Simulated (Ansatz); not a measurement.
Ta₂O₅⁺. Total charge 1; doublet. Geometry PBE-D4/def2-SVP.

```
atom   x (Å)   y (Å)   z (Å)
 Ta1  -0.574   0.899   0.170
 Ta2   0.746  -1.754   0.220
  O3  -0.868  -1.018  -0.397
  O4  -1.716   1.518   1.389
  O5  -0.370   2.184  -1.095
  O6   1.061  -0.034   0.904
  O7   1.721  -1.794  -1.192
```

In the def2 sets Ta takes a core potential; there is no spin–orbit coupling. The structure comes from a short search, and lower isomers may exist.

(1) Estimate the α-spin orbital energies around the gap (eV) in Ansatz with PBE-D4/def2-SVP, BLYP-D4/def2-TZVP, r2SCANh-D4/def2-TZVP, PBE0-D4/def2-TZVP, ωB97X-V/def2-TZVP.

Results:

(1) 
```
orbital  PBE-D4/def2-SVP  BLYP-D4/def2-TZVP  r2SCANh-D4/def2-TZVP  PBE0-D4/def2-TZVP  ωB97X-V/def2-TZVP
 HOMO−9           -15.16             -14.98                -16.08             -16.79             -19.40
 HOMO−8           -14.60             -14.45                -15.48             -16.12             -18.61
 HOMO−7           -14.30             -14.11                -15.31             -16.02             -18.57
 HOMO−6           -14.23             -14.05                -15.09             -15.75             -18.28
 HOMO−5           -14.10             -13.88                -15.01             -15.69             -18.16
 HOMO−4           -13.73             -13.51                -14.90             -15.54             -17.80
 HOMO−3           -13.49             -13.33                -14.39             -15.09             -17.42
 HOMO−2           -13.26             -13.12                -14.14             -14.79             -17.16
 HOMO−1           -13.13             -13.03                -14.08             -14.73             -17.10
   HOMO           -13.05             -12.90                -13.93             -14.56             -16.88
   LUMO            -9.44              -9.63                 -9.03              -8.87              -6.96
 LUMO+1            -9.07              -9.00                 -8.48              -8.18              -5.94
 LUMO+2            -8.38              -8.48                 -8.04              -7.74              -5.65
 LUMO+3            -7.95              -7.88                 -7.36              -7.01              -4.83
 LUMO+4            -7.01              -6.90                 -6.39              -6.03              -3.81
 LUMO+5            -6.53              -6.68                 -6.08              -5.85              -3.78
 β HOMO           -12.86             -12.74                -13.62             -14.14             -16.34
 β LUMO           -11.93             -11.74                -10.91             -10.48              -8.44
```
